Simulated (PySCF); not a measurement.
# How the method moves the HOMO and LUMO of `BN(B)B(C)Cl`

Species: CH7B3ClN.
Z-matrix (Å and degrees, PBE0-D3(BJ)/def2-SVP geometry), rows numbered from 1:
```
B 
N   1  1.4412
B   2  1.4457  1  117.15
B   2  1.4633  1  119.47  3   179.74
C   4  1.5661  2  123.80  1     2.94
Cl  4  1.7704  2  118.99  1  -176.92
H   1  1.2049  2  120.62  3   179.86
H   1  1.2049  2  119.15  3    -0.19
H   3  1.2023  2  120.82  1  -179.57
H   3  1.2053  2  118.20  1     0.18
H   5  1.0971  4  112.15  2   177.71
H   5  1.1022  4  110.89  2    55.90
H   5  1.1026  4  110.63  2   -60.98
```

Basis pcSseg-1 throughout (PySCF), one geometry. Geometry: PBE0-D3(BJ)/def2-SVP; no solvent, vibrations or thermal averaging.

Q: How do the orbital energies, the gap and the dipole change with the method?

A: 
| method | kind | HOMO (eV) | LUMO (eV) | gap (eV) | μ (D) | SCF cycles |
| --- | --- | --- | --- | --- | --- | --- |
| BLYP | GGA | -7.01 | -2.39 | 4.62 | 1.20 | 14 |
| OPBE | GGA | -7.16 | -2.39 | 4.76 | 1.29 | 14 |
| B97-D | GGA | -7.16 | -2.33 | 4.83 | 1.27 | 14 |
| PBE | GGA | -7.16 | -2.58 | 4.58 | 1.24 | 14 |
| LDA | LDA | -7.24 | -2.89 | 4.36 | 1.30 | 13 |
| KT2 | GGA | -7.26 | -2.54 | 4.72 | 1.25 | 14 |
| BP86 | GGA | -7.27 | -2.62 | 4.64 | 1.27 | 14 |
| KT3 | GGA | -7.28 | -2.42 | 4.86 | 1.23 | 14 |
| B3LYP | global hybrid | -8.29 | -1.74 | 6.55 | 1.29 | 12 |
| B97-2 | global hybrid | -8.30 | -1.51 | 6.79 | 1.35 | 13 |
| PBE0 | global hybrid | -8.55 | -1.55 | 7.00 | 1.36 | 12 |
| mPW1PW91 | global hybrid | -8.59 | -1.53 | 7.06 | 1.36 | 12 |
| BHandHLYP | global hybrid | -9.82 | -0.43 | 9.39 | 1.42 | 12 |
| CAM-B3LYP | range-separated hybrid | -9.92 | -0.41 | 9.52 | 1.36 | 12 |
| wB97X-D | range-separated hybrid | -10.46 | 0.38 | 10.83 | 1.43 | 12 |
| LC-wPBE | range-separated hybrid | -11.35 | 0.77 | 12.12 | 1.45 | 13 |
| HF | Hartree–Fock | -11.84 | 2.18 | 14.02 | 1.59 | 10 |

The HOMO spans 4.83 eV, from BLYP down to HF, and the gap runs from 4.36 eV (LDA) to 14.02 eV (HF). Over the methods BLYP (0 %), OPBE (0 %), B97-D (0 %), PBE (0 %), LDA (0 %), KT2 (0 %), BP86 (0 %), KT3 (0 %), B3LYP (20 %), B97-2 (21 %), PBE0 (25 %), mPW1PW91 (25 %), BHandHLYP (50 %), HF (100 %), a straight line through the gap against the share of exact exchange rises by 0.94 eV for each 10 % (correlation coefficient 0.999). The dipole ranges from 1.20 D (BLYP) to 1.59 D (HF). This basis has no diffuse functions.
